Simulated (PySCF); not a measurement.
Radial density of Tl (thallium, neutral)

r2SCAN, [Xe] 4f14 5d10 6s1 6p1 6d1, one real determinant (an excited configuration). All numbers are calculated (PySCF 2.14, the spin-free X2C one-electron Hamiltonian (Gaussian nucleus), in aug-cc-pwCVTZ-DK3 (11s10p8d5f1g, 125 functions)).

```
r (bohr)  4πr²ρ (e/bohr)  4πr²(ρα − ρβ)
  0.0161           103.9         0.0036
  0.0271           107.7         0.0103
  0.0456           151.4         0.0170
  0.0766           124.4        -0.0128
   0.129           140.7         0.0307
   0.217           89.50         0.0010
   0.365           95.02         0.0243
   0.614           38.02         0.1339
    1.03           20.61        -0.1048
    1.74           5.946         0.6887
    2.92           1.087         0.7574
    4.91          0.2450         0.2427
    8.26          0.1468         0.1468
    13.9        0.001352         0.0014
```

Densities and radii are taken from the X2C orbitals without a picture-change correction, which distorts them close to the nucleus.

⟨L²⟩ = 8.02 against 12 for a pure F term, so this real determinant mixes terms. Spin-orbit coupling, absent here, splits the open shell strongly. The outer electron is Rydberg-like, and this basis confines it to a smaller radius and binds it less than a complete one would.

(1) Where is the radial spin density 4πr²(ρα − ρβ) most negative, and why is it negative at all?

Results:

(1) Around r = 1.03 bohr, down to -0.1048 e/bohr: exchange with the open shell polarises the paired shells in an unrestricted calculation.
